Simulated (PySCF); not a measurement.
Krypton: a sound run and one with changed settings

Sound run: Kr [Kr], Kr⁺ [Ar] 3d10 4s2 4p5. All numbers are calculated (PySCF 2.14, the non-relativistic Hamiltonian (point nucleus), in pcseg-2 (6s5p3d1f, 43 functions)). In the sound run the correlated levels freeze [Ar] 3d10. The sound run starts from symmetry-adapted Hartree-Fock orbitals and uses a fine grid where one is needed.

Changed run: basis STO-3G. This setting is unsound on purpose.

```tsv
species	method	sound run (hartree)	changed run (hartree)	converged
Kr	UHF	-2752.02415	-2722.70600	yes
Kr	BP86	-2754.09153	-2724.25079	yes
Kr	M06-L	-2753.68145	-2724.15661	yes
Kr	MP2	-2752.19482	-2722.70600	yes
Kr⁺	UHF	-2751.54303	-2722.30230	yes
Kr⁺	BP86	-2753.56993	-2723.80993	yes
Kr⁺	M06-L	-2753.17485	-2723.69922	yes
Kr⁺	MP2	-2751.67961	-2722.30230	yes
```

Ionisation energy of Kr:

```
 method  sound run (eV)  changed run (eV)
    UHF          13.092            10.985
   BP86          14.193            11.997
  M06-L          13.785            12.446
    MP2          14.020            10.985
SCS-MP2          13.934            10.985
```

A minimal basis cannot let orbitals breathe on ionisation and holds almost no correlation.

For comparison, NIST gives 14.000 eV between the lowest levels.
